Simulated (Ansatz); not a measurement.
A calculation with Ansatz (development build ahead of 0.2.0).

```yaml
crystal:
  periodic: [false, false, false]
  atoms:
    - { symbol: Ti, position_ang: [0.0, 0.0, 0.0] }
basis:
  gaussian: { orbitals: pcseg-2 }
magnetization:
  initial_magnetization: 2
hamiltonian:
  xc: pbe
```

The input is written out in the form of the current development build from the run's settings.

Results

| Quantity | Value |
| --- | --- |
| Converged | yes |
| Total energy | -849.12240 hartree |
| Spin squared of the determinant | 2.000 |
